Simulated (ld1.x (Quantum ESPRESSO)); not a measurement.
# Configuration tests for tellurium (Te) (TM)

```
Element                 : Te
Generator               : ld1.x (Quantum ESPRESSO) 7.5
Type                    : norm-conserving Troullier–Martins (Kleinman–Bylander form)
Functional              : PBEsol
Relativity              : fully relativistic
Frozen core             : [Kr]
Valence charge          : 16
Reference configuration : 4d10 5s2 5p4
Partial waves           : 5s (bound): rc 1.45 bohr; 5p (bound): rc 2.05 bohr; 4d (bound): rc 1.15 bohr
Local potential         : all-electron potential smoothed inside 1.65 bohr (lloc = -2)
Core correction         : none
```

Open shells are filled in proportion to 2j + 1 (rel_dist='average').

Energies are relative to the spin-unpolarised reference configuration 4d10 5s2 5p4; without spin polarisation the order of configurations can differ from experiment.

```json
{"valence configuration": "4d10 5s2 5p3", "charge": "+1", "ΔE all-electron (eV)": "9.774", "error AE − PS (meV)": "+3.7"}
{"valence configuration": "4d10 5s2 5p2", "charge": "+2", "ΔE all-electron (eV)": "27.768", "error AE − PS (meV)": "+19"}
{"valence configuration": "4d10 5s2 5p4.3", "charge": "-0.3", "ΔE all-electron (eV)": "-1.478", "error AE − PS (meV)": "+0.2"}
{"valence configuration": "4d10 5s0 5p6", "charge": "0", "ΔE all-electron (eV)": "18.693", "error AE − PS (meV)": "-10"}
{"valence configuration": "4d10 5s1 5p4", "charge": "+1", "ΔE all-electron (eV)": "19.610", "error AE − PS (meV)": "+13"}
{"valence configuration": "4d9 5s2 5p5", "charge": "0", "ΔE all-electron (eV)": "38.119", "error AE − PS (meV)": "-92"}
```

Problem. What are ΔE and the potential's error for 4d10 5s2 5p1?

Solution. ΔE = 54.753 eV all-electron; the error (AE − PS) is +49 meV.

ld1.x printed “convergence not achieved” for 6 of the counted tests; their residual had stalled under 1e-8, short of the target of 1e-14.
